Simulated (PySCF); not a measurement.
A geometry optimisation, step by step.

Species: Cu(CO), CCuO (doublet state).
Bonds: Cu1–C2, C2–O3.

Method: PBE0-D3(BJ)/def2-SVP geometry optimisation, gas phase (PySCF); unrestricted, density fitting, grid level 1; the optimiser is geomeTRIC in internal coordinates, started from a GFN2-xTB structure with every atom displaced at random (about 0.03 Å). The frame can shift and turn from step to step; on so coarse a grid that alone can change the energy by a few meV, and forces under 0.02 eV/Å are noise.

Step 0: E = -47704.1940 eV, largest atomic force 6.235 eV/Å
```
atom  x, y, z in Å  |  force x, y, z in eV/Å
Cu1     0.046   -0.056   -1.596    0.063  -0.134  -1.193
C2     -0.015   -0.016    0.198   -0.237   0.261   6.226
O3     -0.048   -0.025    1.378    0.175  -0.127  -5.033
```

Step 1: E = -47704.3689 eV, largest atomic force 1.062 eV/Å
```
atom  x, y, z in Å  |  force x, y, z in eV/Å
Cu1     0.047   -0.061   -1.611    0.043  -0.111  -0.666
C2     -0.019   -0.003    0.228   -0.083   0.248   1.029
O3     -0.045   -0.033    1.363    0.041  -0.137  -0.363
```

Step 2: E = -47704.3918 eV, largest atomic force 0.565 eV/Å
```
atom  x, y, z in Å  |  force x, y, z in eV/Å
Cu1     0.048   -0.067   -1.631    0.036  -0.126  -0.311
C2     -0.022    0.012    0.242   -0.067   0.339  -0.210
O3     -0.043   -0.042    1.369    0.031  -0.213   0.522
```

Step 3: E = -47704.4196 eV, largest atomic force 0.946 eV/Å
```
atom  x, y, z in Å  |  force x, y, z in eV/Å
Cu1     0.052   -0.083   -1.662    0.030  -0.153   0.107
C2     -0.031    0.050    0.260   -0.086   0.499  -0.799
O3     -0.037   -0.065    1.382    0.056  -0.345   0.691
```

Step 4: E = -47704.4746 eV, largest atomic force 1.525 eV/Å
```
atom  x, y, z in Å  |  force x, y, z in eV/Å
Cu1     0.063   -0.142   -1.714   -0.010  -0.020   0.655
C2     -0.064    0.200    0.311   -0.074   0.523  -1.431
O3     -0.016   -0.155    1.383    0.084  -0.502   0.776
```

Step 5: E = -47704.4927 eV, largest atomic force 1.037 eV/Å
```
atom  x, y, z in Å  |  force x, y, z in eV/Å
Cu1     0.069   -0.160   -1.707   -0.023   0.035   0.653
C2     -0.074    0.243    0.317   -0.031   0.277  -0.999
O3     -0.011   -0.181    1.369    0.054  -0.312   0.345
```

Step 6: E = -47704.5357 eV, largest atomic force 0.599 eV/Å
```
atom  x, y, z in Å  |  force x, y, z in eV/Å
Cu1     0.081   -0.182   -1.651   -0.030   0.076   0.430
C2     -0.084    0.289    0.298    0.058  -0.294   0.127
O3     -0.013   -0.204    1.333   -0.028   0.218  -0.558
```

Step 7: E = -47704.5514 eV, largest atomic force 0.825 eV/Å
```
atom  x, y, z in Å  |  force x, y, z in eV/Å
Cu1     0.085   -0.182   -1.591    0.010  -0.027  -0.094
C2     -0.083    0.283    0.263    0.034  -0.286   0.772
O3     -0.019   -0.198    1.308   -0.044   0.313  -0.678
```

Step 8: E = -47704.5547 eV, largest atomic force 0.189 eV/Å
```
atom  x, y, z in Å  |  force x, y, z in eV/Å
Cu1     0.085   -0.185   -1.601   -0.003   0.010   0.035
C2     -0.084    0.288    0.273    0.017  -0.098   0.132
O3     -0.018   -0.200    1.308   -0.014   0.087  -0.167
```

Step 9: E = -47704.5550 eV, largest atomic force under 0.02 eV/Å
```
atom  x, y, z in Å  |  force x, y, z in eV/Å
Cu1     0.086   -0.184   -1.600    0.001  -0.002   0.007
C2     -0.083    0.283    0.271    0.002  -0.004   0.006
O3     -0.019   -0.196    1.309   -0.003   0.006  -0.013
```

**Question.** Summarise the path.

**Answer.** The energy falls by 34.82 kJ/mol from step 0 to step 9; nine tenths of that is first reached at step 6. It falls at every step. The largest force goes from 6.235 to under 0.02 eV/Å. Among the bonds Cu1–C2 changes most, from 1.795 to 1.935 Å; the atoms move by 0.225 Å rms after alignment.

**Question.** Follow the energy, the force and the coordinates that change most from start to end.

**Answer.** 
| step | E above end (kJ/mol) | largest force (eV/Å) | Cu1–C2 (Å) | C2–O3 (Å) | Cu1–C2–O3 (°) |
| --- | --- | --- | --- | --- | --- |
| 0 | 34.82 | 6.235 | 1.795 | 1.180 | 178.3 |
| 1 | 17.95 | 1.062 | 1.842 | 1.135 | 176.6 |
| 2 | 15.74 | 0.565 | 1.877 | 1.128 | 174.8 |
| 3 | 13.06 | 0.946 | 1.928 | 1.128 | 169.9 |
| 4 | 7.76 | 1.525 | 2.058 | 1.131 | 151.5 |
| 5 | 6.01 | 1.037 | 2.069 | 1.136 | 146.1 |
| 6 | 1.86 | 0.599 | 2.012 | 1.148 | 140.1 |
| 7 | 0.34 | 0.825 | 1.919 | 1.152 | 140.3 |
| 8 | 0.03 | 0.189 | 1.940 | 1.146 | 139.8 |
| 9 | 0.00 | under 0.02 | 1.935 | 1.145 | 140.4 |

What follows is the cost of the whole optimisation. The run took 24 s on Arm Neoverse V1, one thread, shared host, and the process peaked at 0.25 GiB of memory.
